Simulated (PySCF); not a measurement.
TaF₂, SMILES [Ta]([F])[F] (connectivity only; charge and spin as stated), neutral, multiplicity 4.

The structure is a stationary point at B3LYP-D3(BJ)/def2-TZVP. The spin state was assumed, not searched. The def2 effective core potentials stand for the cores of Ta; spin–orbit coupling is left out.

All values below come from PBE/def2-TZVPD (PySCF).

Gas-phase values at a fixed geometry.

The total energy is -256.69510 hartree, the point group is D∞h and the α spin, highest occupied and lowest empty level is -4.71 and -2.79 eV. The β spin, highest occupied and lowest empty level is -9.85 and -3.58 eV, the dipole moment is 0.00 D and the mean static polarisability comes out as 51.6 bohr³ (7.64 Å³). The polarisability, principal values comes out as 45.0, 54.8, 54.8 bohr³ and the ⟨S²⟩ is 3.757 (pure state 3.75).
